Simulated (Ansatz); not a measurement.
Consider the formal exchange of groups at a Ge–O bond: `O[SiH2][O][GeH3]` + `N[SiH3]` → `N[SiH2][GeH3]` + `O[SiH2]O`.

Calculated with Ansatz (gas phase, PBE0-D4/def2-TZVP geometries, no zero-point term in ΔE). CBS: MP2 limit from def2 TZ/QZ plus the TZ coupled-cluster correction, frozen cores. This one scheme is used for every species. Functionals use def2-TZVPP. For Ge outer-core shells are correlated without core-valence functions, which leaves a few kJ/mol of doubt a bond. Scalar relativity is left out up to krypton. One conformer a species, not always the lowest.

CCSD(T)/CBS gives +0.22 eV.

(1) Another level gave +0.05 eV. Which?
A. CCSD(T)/def2-TZVPP
B. LDA (SPW92)/def2-TZVPP
C. r2SCAN0/def2-TZVPP
D. revPBE/def2-TZVPP

(2) What do rigid-rotor, harmonic-oscillator terms from PBE0-D4/def2-TZVP frequencies (298.15 K, 1 bar) make of the CCSD(T)/CBS value? (An estimate is asked.)

Largest T1 diagnostic among the species: 0.012.

Results:

(1) D. revPBE 0.05, LDA (SPW92) 0.00, CCSD(T)/def2-TZVPP 0.27, r2SCAN0 0.18 eV.

(2) Ansatz gave: ΔZPE = +0.05 eV, ΔH = +0.27 eV, ΔS = -12 J/(mol·K), ΔG = +0.30 eV. Modes under 50 cm⁻¹ make the entropy rough.

From BLYP to BHLYP (50 % exact exchange), in def2-TZVPP and without D4, ΔE moves by +0.12 eV. Leaving LDA and LC-ωPBE aside and taking each functional with its dispersion term where it has one, the values, not all of them listed here, spread over 0.27 eV, from PBE-D4 to BHLYP-D4. LDA lies −0.05 eV from PBE without D4.
